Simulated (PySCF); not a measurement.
Structure with atom numbers: `[CH3:1]/[CH:2]=[C:3](\[CH2:4][F:5])[CH2:6][C:7]([F:8])([F:9])[F:10]`; H(Xn) means a hydrogen on atom n.

All values are calculated (PySCF 2.14.0 with density-fitted response routines): σ from GIAO-CAM-B3LYP/pcSseg-1, PBE0-D3(BJ)/def2-SVP structure. No solvent model, one computed conformer, averaged over atoms made equivalent by symmetry, fast rotation or ring inversion, non-relativistic.

Predict the 2D correlation tables (HSQC, COSY, HMBC).

## Answers



HSQC (one-bond C–H):
| δH | δC |
| --- | --- |
| 5.83 (H(C2)) | 143.8 (C2) |
| 5.17 (H(C4)) | 80.1 (C4) |
| 2.65 (H(C6)) | 39.2 (C6) |
| 1.84 (H(C1)) | 15.4 (C1) |

COSY cross peaks (H two or three bonds apart, from the bond graph; peaks can be absent where the dihedral angle is near 90°):
| δH | δH |
| --- | --- |
| 5.83 (H(C2)) | 1.84 (H(C1)) |

HMBC (two and three bonds, from the bond graph):
| δH | δC |
| --- | --- |
| 5.83 (H(C2)) | 137.9 (C3), 80.1 (C4), 39.2 (C6), 15.4 (C1) |
| 5.17 (H(C4)) | 143.8 (C2), 137.9 (C3), 39.2 (C6) |
| 2.65 (H(C6)) | 143.8 (C2), 137.9 (C3), 133.7 (C7), 80.1 (C4) |
| 1.84 (H(C1)) | 143.8 (C2), 137.9 (C3) |

References, each an isolated molecule treated in the same way: TMS for 1H and 13C.

Short H···H contacts in this conformer between protons four or more bonds apart (candidates for NOE cross peaks, intensity ∝ r⁻⁶): H(C1)···H(C4) 2.01 Å, H(C2)···H(C6) 2.37 Å.

Shifts are as computed, not scaled to solution data. Of 1309 compounds with measured shifts, 239 miss one by over three times the rms of a fit or turn the order of signals round; such compounds aren't used in these exercises.
